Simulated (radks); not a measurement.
The numbers below are computed, except where a source is named.
Q: Valence configurations of Tl. Code: a radial shooting solver on a logarithmic mesh with Libxc functionals. Model: non-relativistic Kohn-Sham, PBE, spin-unpolarised, spherical densities, point nucleus; relativity is left out, which matters for an element this heavy. Order these by energy: [Xe] 4f14 5d10 6s1 6p2; [Xe] 4f13 5d10 6s2 6p2; [Xe] 4f13 5d8 6s2 6p4; [Xe] 4f14 5d9 6s2 6p2; [Hg] 6p1; [Xe] 4f12 5d9.5 6s2 6p3.5; [Xe] 4f14 5d9.5 6s2 6p1.5; [Xe] 4f12 5d9 6p6; [Xe] 4f14 5d8 6s2 6p3; [Xe] 4f12 5d9 6s2 6p4.

A: From the lowest, in eV above it: [Hg] 6p1 0.000; [Xe] 4f14 5d10 6s1 6p2 5.022; [Xe] 4f14 5d9.5 6s2 6p1.5 8.282; [Xe] 4f14 5d9 6s2 6p2 17.458; [Xe] 4f14 5d8 6s2 6p3 38.458; [Xe] 4f13 5d10 6s2 6p2 137.83; [Xe] 4f13 5d8 6s2 6p4 186.75; [Xe] 4f12 5d9.5 6s2 6p3.5 308.11; [Xe] 4f12 5d9 6s2 6p4 322.60; [Xe] 4f12 5d9 6p6 336.90. NIST lists [Hg] 6p1 as the ground configuration; this level of theory agrees among the configurations tried. The energies are those of spherical spin-averaged densities, not of single terms. Relativity is left out, which favours d and f over s occupation in heavy atoms.
